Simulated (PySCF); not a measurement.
C$_{2}$H$_{4}$N (SMILES CC#[NH+]), charge +1, singlet, geometry from GFN2-xTB. Base run: PBE0/6-31G*, TDDFT (PySCF).

Input for PySCF:
```python
from pyscf import gto, scf, dft, tdscf

mol = gto.Mole()
mol.atom = '''
    C     0.00334141    0.00125523   -1.23755640
    C    -0.00040118   -0.00015071    0.14858327
    N    -0.00350170   -0.00131545    1.29692576
    H     0.00839961    1.03012222   -1.61351707
    H     0.89303023   -0.51610608   -1.61269688
    H    -0.88835179   -0.50910325   -1.61749951
    H    -0.00620750   -0.00233191    2.29907192
'''
mol.basis = '6-31g*'
mol.charge = 1
mol.verbose = 4
mol.build()

mf = dft.RKS(mol)
mf.xc = 'pbe0'
mf.kernel()
td = mf.TDDFT()
td.nstates = 5
td.kernel()
td.analyze()
```

Variants of this job, named by their change:

```csv
change,first excitation (eV),oscillator strength of the first,second (eV),core-seconds (rough)
base,8.03,0.000,8.38,30
functional = camb3lyp,8.00,0.000,8.34,40
nstates = 10,8.03,0.000,8.38,30
functional = m062x,7.45,0.000,8.55,100
functional = pbe,7.86,0.000,8.16,10
basis = def2-SVP,8.03,0.000,8.38,40
response = Tamm-Dancoff,8.05,0.000,8.40,20
functional = b3lyp,7.98,0.000,8.26,30
nstates = 15,8.03,0.000,8.38,30
nstates = 2,8.03,0.000,8.38,20
functional = blyp,7.84,0.000,8.08,10
```

An iterative solver can miss low states, so a row lists the states that it found.
